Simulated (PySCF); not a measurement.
# Radial density of Li⁺ (lithium, charge +1)

UHF, 1s2, closed-shell 1S. Calculation: PySCF 2.14, in dyall-acv3z (15s9p3d, 57 functions); no relativity, point nucleus.

| r (bohr) | 4πr²ρ (e/bohr) |
| --- | --- |
| 0.00731 | 0.008793 |
| 0.0123 | 0.02416 |
| 0.0207 | 0.06499 |
| 0.0348 | 0.1691 |
| 0.0585 | 0.4154 |
| 0.0985 | 0.9289 |
| 0.166 | 1.779 |
| 0.279 | 2.649 |
| 0.469 | 2.639 |
| 0.788 | 1.386 |
| 1.33 | 0.2577 |
| 2.23 | 0.008520 |
| 3.75 | 1.422e-05 |
